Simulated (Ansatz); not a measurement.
Reactions of GaH$_{5}$OSi, SMILES `[SiH3][O][GaH2]`.

Gas-phase electronic energies from Ansatz, PBE0-D4/def2-TZVP geometries. CCSD(T)/CBS is the MP2 limit (def2-TZVPP, def2-QZVPP) plus CCSD(T) − MP2 in def2-TZVPP, frozen cores. This one scheme is used for every species, atoms too. DFT in def2-TZVPP. No spin–orbit coupling; open shells (•) take unrestricted orbitals. Spin–orbit coupling would lower the free atoms: a little for O, Si; clearly for Ga. Bonds to Br, Ga, Ge, Se are less sure, by a few kJ/mol each and by 10 to 20 or more in all where they break to atoms, as the def2 sets lack core-valence functions. Scalar relativity is left out up to krypton. One conformer a species, not always the lowest.

```
                                                                   reaction  HF/CBS(def2) (kJ/mol)  B2PLYP (kJ/mol)  CCSD(T)/CBS(def2) (kJ/mol)
`[SiH3][O][GaH2]` + `[OH][GeH2][SH]` → `[SiH3][O][GeH2][SH]` + `[OH][GaH2]`                      7                2                          -1
                   `[SiH3][O][GaH2]` + `C[SeH]` → `C[Se][GaH2]` + `O[SiH3]`                    -14              -25                         -31
                                  `[SiH3][O][GaH2]` → Ga• + 5 H• + O• + Si•                   1777             2345                        2390
      `[SiH3][O][GaH2]` + `[OH][Ge][F]` → `[F][Ge][O][SiH3]` + `[OH][GaH2]`                      8                5                           4
              `[SiH3][O][GaH2]` + `C#CSC=O` → `O=C[S][GaH2]` + `C#CO[SiH3]`                     38               46                          43
                                 `[SiH3][O][GaH2]` → `[SiH3][O][GaH]`• + H•                    267              342                         360
          `[SiH3][O][GaH2]` + `N=C(F)BS` → `[SiH3][O][GaH][SH]` + `BC(=N)F`                     -3               17                          13
  `[SiH3][O][GaH2]` + `[OH][GaH][Br]` → `[SiH3][O][GaH][Br]` + `[OH][GaH2]`                      5                4                           1
                      `[SiH3][O][GaH2]` + `[OH]`• → `[SiH3][O][GaH]`• + H₂O                    -99             -172                        -169
                     `[SiH3][O][GaH2]` + `[CH3]`• → `[SiH3][O][GaH]`• + CH₄                    -90             -122                        -112
```

Largest T1 diagnostic: 0.017, for `C#CSC=O`.
